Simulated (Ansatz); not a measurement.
Species: sum formula SiBrF₂ (charge 0, doublet). It need not be the lowest isomer of its formula. SMILES: F[Si](F)Br
Structure (B3LYP-D3(BJ)/def2-TZVP (Ansatz, a program for electronic structure) minimum search):
```
Si
F 1 1.5928
F 1 1.5928 2 106.54
Br 1 2.2276 2 109.19 3 117.80
```
Charge 0, spin multiplicity 2.

Parts of the frozen-core correlation energy in def2-QZVPP (Ansatz, hartree). Frozen orbitals: 21; correlated occupied orbitals by spin: 13 and 12; virtual: 239 and 240. Open shells are spin-unrestricted. Spin-orbit coupling is left out. Non-relativistic.

```tsv
term	value
reference (HF)	-3060.54450
MP2 opposite-spin	[?]
MP2 same-spin	-0.20807
CCSD correlation	[?]
(T)	[?]
T1 diagnostic	0.014
largest doubles amplitude	0.019
<S^2> of the reference	0.756
```

**Question.** Fill in the missing entries.

**Answer.** 
- MP2 opposite-spin, value: -0.61484
- CCSD correlation, value: -0.83401
- (T), value: -0.03068
